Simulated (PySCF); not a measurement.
# What a mistake does to a calculation on AlBClH2N

These are calculations, not measurements. They come from PySCF 2.14.0, an open-source quantum chemistry program, on an isolated molecule that a program drew, which may never have been made. The molecule is AlBClH2N (charge 0, singlet), drawn as the SMILES string `N[B]([Al])Cl`.

Each row is a Hartree-Fock (HF) and frozen-core CCSD(T) single point in the cc-pV(D+d)Z basis, meant for a local HF minimum. Run 1 is clean. Each other run has one planted mistake out of seven kinds, and not every kind appears here: one electron removed, one electron added, multiplicity raised by two, geometry at a saddle point, minimal basis STO-3G, one bond length entered in bohr, all coordinates scaled. The reference is restricted for singlets and unrestricted otherwise, and also for a bond in bohr. Adding or removing an electron swaps singlet and doublet. Electrons count all cores. HOMO and LUMO are orbital energies over both spins, the gradient is its largest component, and the lowest frequency (negative if imaginary) is given only where the gradient is small. Bond lengths are over the 5 bonds as drawn. T1 is the CCSD diagnostic: over 0.02 (restricted) or 0.045 (unrestricted) a single reference is doubtful.

Geometry of the clean run:
```xyz
6
AlBClH2N, angstrom
N    -1.3607    0.6245    0.5608
B    -1.3210    0.6652    1.9476
Al   -1.0487   -0.8429    3.5793
Cl   -1.5394    2.3371    2.6781
H    -1.4974    1.4360   -0.0102
H    -1.2548   -0.2236    0.0446
```

| run | electrons | basis functions | <S^2> | HOMO (eV) | LUMO (eV) | gradient (hartree/bohr) | lowest frequency (cm^-1) | mean bond (Å) | longest bond (Å) | T1 | HF (hartree) | CCSD(T) (hartree) | mistake |
|---|---|---|---|---|---|---|---|---|---|---|---|---|---|
| 1 | 44 | 84 | 0.000 | -7.27 | 0.72 | 1.8e-05 | 94 | 1.4928 | 2.239 | 0.0148 | -781.77449 | -782.26342 | no fault |
| 2 | 44 | 84 | 2.015 | -6.24 | 0.35 | 1.3e-02 | - | 1.4928 | 2.239 | 0.0249 | -781.74520 | -782.21516 | multiplicity raised by two |
| 3 | 44 | 30 | 0.000 | -3.74 | 8.16 | 3.4e-02 | - | 1.4928 | 2.239 | 0.0163 | -772.88596 | -773.03601 | minimal basis STO-3G |
| 4 | 44 | 84 | 0.984 | -7.79 | 0.50 | 3.0e-02 | - | 1.6711 | 2.239 | 0.0718 | -781.63158 | -782.12638 | one bond length entered in bohr |
| 5 | 43 | 84 | 0.792 | -15.05 | -5.65 | 5.2e-02 | - | 1.4928 | 2.239 | 0.0209 | -781.53776 | -782.00027 | ? |

**Which mistake was planted in run 5, and what did it cost?**

It counts 43 electrons, one fewer than the clean run, at the same geometry and basis. So the mistake is: one electron removed. Subtracting run 1 and multiplying by 627.51 kcal/mol a hartree, the energy moved by 148.6 kcal/mol in HF and 165.1 kcal/mol in CCSD(T).

Cautions from the logs. Run 4: T1 is over the limit, so its CCSD(T) energy is less reliable.
